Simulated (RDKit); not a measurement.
Input for RDKit: MMFF94 on silylphosphine (SMILES [SiH3]P), a point of a torsion scan.

```python
from rdkit import Chem
from rdkit.Chem import AllChem, rdDetermineBonds

blocks = [
'''7

Si   -0.83295890    0.04972472   -0.03663083
P     1.39842147   -0.13819394   -0.01500416
H    -1.46576514   -0.89101514   -0.96347254
H    -1.17986227    1.41880237   -0.41550361
H    -1.28481273   -0.23780104    1.32404594
H     1.60728929    0.59336373   -1.16992999
H     1.45397028   -1.34084081   -0.69364345
''',
]
mol = None
for b in blocks:
    f = Chem.MolFromXYZBlock(b)
    rdDetermineBonds.DetermineBonds(f, charge=0)
    mol = f if mol is None else Chem.CombineMols(mol, f)
Chem.SanitizeMol(mol)
print(Chem.MolToSmiles(Chem.RemoveHs(mol)))
ff = AllChem.MMFFGetMoleculeForceField(mol, AllChem.MMFFGetMoleculeProperties(mol), nonBondedThresh=100.0, ignoreInterfragInteractions=False)
e = ff.CalcEnergy()
print(f'MMFF94 energy {e:.6f} kcal/mol')
```

It printed:

```
[SiH3]P
MMFF94 energy -6.351703 kcal/mol
```

The run finished.

Cost: very roughly 0.04 core-seconds.
